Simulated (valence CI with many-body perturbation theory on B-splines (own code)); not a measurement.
# Energy levels of Hf30+

Calculated by relativistic CI+MBPT: six valence electrons over a frozen Dirac-Fock core [Kr], a basis of 7 s, 7 p, 8 d, 6 f, 4 g, 1 h functions for each j, with the one-electron correlation potential Σ1 (screened to all orders), the two-electron term Σ2, the three-electron term Σ3, Breit, model QED; selected single and double excitations, second order for the rest, scaled by the run's own slope (own B-spline code, finite nucleus).

The last digits are not significant, and no measured levels were compared; by estimate large intervals hold to a few tenths of a per cent, small ones and those within an open d or f shell to about a per cent. Core correlation moves these levels by up to 7700 cm⁻¹, and in measured spectra 5 to 20 % of such shifts remained as error; rates that hang on mixing are uncertain with them. Among the levels kept, up to 760 cm⁻¹ of a level comes from second order outside the variational space, and about a tenth of that is noise between levels of different J, which matters for small intervals. Only levels of the ground parity were solved; by the run's estimate the other parity begins above the list, which can be wrong where configurations are misplaced.

Levels 1 to 34 of 34, with energies above the lowest level, (4d3/2^4 4d5/2^2) J=4. "Leading %" is the weight of the configuration and term that name the level; weights of strongly mixed levels are sums over their largest components and can fall short. In the jj column 3d3/2^4 stands for four electrons in 3d with j = 3/2. Lifetimes count E1, E2, E3, M1 and M2 decay at the calculated energies, and are blank where another channel may lead or the interval is too uncertain; long ones can be off by a factor of two.

| No. | Configuration | Term | J | E (cm⁻¹) | Leading % | Leading jj | Second component | Lifetime |
| --- | --- | --- | --- | --- | --- | --- | --- | --- |
| 1 | 4d⁶ | ⁵D | 4 | 0 | 40 | 4d3/2^4 4d5/2^2 (93 %) | 37 % 4d⁶ ³F |  |
| 2 | 4d⁶ | ³P | 2 | 20188 | 41 | 4d3/2^4 4d5/2^2 (93 %) | 19 % 4d⁶ ³D | 377 s |
| 3 | 4d⁶ | ³P | 0 | 63759 | 46 | 4d3/2^4 4d5/2^2 (81 %) | 27 % 4d⁶ ¹S | 2.44 s |
| 4 | 4d⁶ | ⁵D | 3 | 95566 | 70 | 4d3/2^3 4d5/2^3 (93 %) | 18 % 4d⁶ ³F | 41.2 μs |
| 5 | 4d⁶ | ⁵D | 4 | 105220 | 40 | 4d3/2^3 4d5/2^3 (92 %) | 23 % 4d⁶ ³H | 39.8 μs |
| 6 | 4d⁶ | ⁵D | 1 | 108850 | 55 | 4d3/2^3 4d5/2^3 (94 %) | 28 % 4d⁶ ³P | 39.4 μs |
| 7 | 4d⁶ | ³G | 5 | 128170 | 59 | 4d3/2^3 4d5/2^3 (99 %) | 40 % 4d⁶ ³H | 174 μs |
| 8 | 4d⁶ | ³H | 6 | 130070 | 69 | 4d3/2^3 4d5/2^3 (98 %) | 30 % 4d⁶ ¹I | 1.86 s |
| 9 | 4d⁶ | ³F | 2 | 144250 | 50 | 4d3/2^3 4d5/2^3 (92 %) | 24 % 4d⁶ ¹D | 53.1 μs |
| 10 | 4d⁶ | ³G | 3 | 148190 | 30 | 4d3/2^3 4d5/2^3 (96 %) | 27 % 4d⁶ ³D | 64.6 μs |
| 11 | 4d⁶ | ³P | 0 | 174640 | 78 | 4d3/2^3 4d5/2^3 (76 %) | 16 % 4d⁶ ¹S | 299 μs |
| 12 | 4d⁶ | ³D | 2 | 180490 | 36 | 4d3/2^3 4d5/2^3 (76 %) | 21 % 4d⁶ ³F | 103 μs |
| 13 | 4d⁶ | ³P | 1 | 181530 | 53 | 4d3/2^3 4d5/2^3 (92 %) | 39 % 4d⁶ ³D | 71.5 μs |
| 14 | 4d⁶ | ¹G | 4 | 184280 | 37 | 4d3/2^3 4d5/2^3 (90 %) | 34 % 4d⁶ ³G | 528 μs |
| 15 | 4d⁶ | ³F | 3 | 192600 | 54 | 4d3/2^3 4d5/2^3 (98 %) | 36 % 4d⁶ ¹F | 91.7 μs |
| 16 | 4d⁶ | ⁵D | 2 | 214340 | 48 | 4d3/2^2 4d5/2^4 (88 %) | 36 % 4d⁶ ³P | 16.4 μs |
| 17 | 4d⁶ | ⁵D | 0 | 223940 | 56 | 4d3/2^2 4d5/2^4 (90 %) | 43 % 4d⁶ ¹S | 14.0 μs |
| 18 | 4d⁶ | ³H | 4 | 233410 | 40 | 4d3/2^2 4d5/2^4 (96 %) | 40 % 4d⁶ ³F | 17.8 μs |
| 19 | 4d⁶ | ³D | 3 | 242210 | 29 | 4d3/2^2 4d5/2^4 (88 %) | 23 % 4d⁶ ⁵D | 20.1 μs |
| 20 | 4d⁶ | ³H | 5 | 245170 | 59 | 4d3/2^2 4d5/2^4 (99 %) | 40 % 4d⁶ ³G | 34.4 μs |
| 21 | 4d⁶ | ¹I | 6 | 257520 | 69 | 4d3/2^2 4d5/2^4 (98 %) | 30 % 4d⁶ ³H | 50.6 μs |
| 22 | 4d⁶ | ³G | 3 | 260070 | 44 | 4d3/2^2 4d5/2^4 (96 %) | 40 % 4d⁶ ³F | 30.2 μs |
| 23 | 4d⁶ | ³P | 1 | 269670 | 51 | 4d3/2^2 4d5/2^4 (90 %) | 44 % 4d⁶ ³D | 24.6 μs |
| 24 | 4d⁶ | ¹G | 4 | 278100 | 55 | 4d3/2^2 4d5/2^4 (91 %) | 23 % 4d⁶ ³G | 34.2 μs |
| 25 | 4d⁶ | ³F | 2 | 278880 | 33 | 4d3/2^2 4d5/2^4 (91 %) | 31 % 4d⁶ ¹D | 29.2 μs |
| 26 | 4d⁶ | ³F | 2 | 310270 | 71 | 4d3/2^2 4d5/2^4 (95 %) | 16 % 4d⁶ ³P | 18.5 μs |
| 27 | 4d⁶ | ³F | 4 | 320700 | 63 | 4d3/2^2 4d5/2^4 (94 %) | 28 % 4d⁶ ¹G | 26.8 μs |
| 28 | 4d⁶ | ³P | 1 | 349300 | 66 | 4d3/2 4d5/2^5 (96 %) | 33 % 4d⁶ ⁵D | 7.68 μs |
| 29 | 4d⁶ | ¹D | 2 | 371890 | 82 | 4d3/2^2 4d5/2^4 (93 %) | 8 % 4d⁶ ³P | 27.1 μs |
| 30 | 4d⁶ | ¹G | 4 | 388340 | 46 | 4d3/2 4d5/2^5 (91 %) | 20 % 4d⁶ ³F | 11.1 μs |
| 31 | 4d⁶ | ³P | 2 | 401440 | 37 | 4d3/2 4d5/2^5 (92 %) | 27 % 4d⁶ ¹D | 11.9 μs |
| 32 | 4d⁶ | ³F | 3 | 406110 | 41 | 4d3/2 4d5/2^5 (94 %) | 26 % 4d⁶ ¹F | 13.3 μs |
| 33 | 4d⁶ | ¹S | 0 | 410940 | 71 | 4d3/2^2 4d5/2^4 (78 %) | 24 % 4d⁶ ³P | 16.7 μs |
| 34 | 4d⁶ | ³P | 0 | 511790 | 50 | 4d5/2^6 (82 %) | 41 % 4d⁶ ¹S | 5.67 μs |

The ionisation energy to 4d⁵ ⁴P5/2 of the next ion comes out as 1196.4 eV (NIST: 1195 ± 4 eV (theoretical)). All 34 levels together are meant to be complete up to 531170 cm⁻¹.
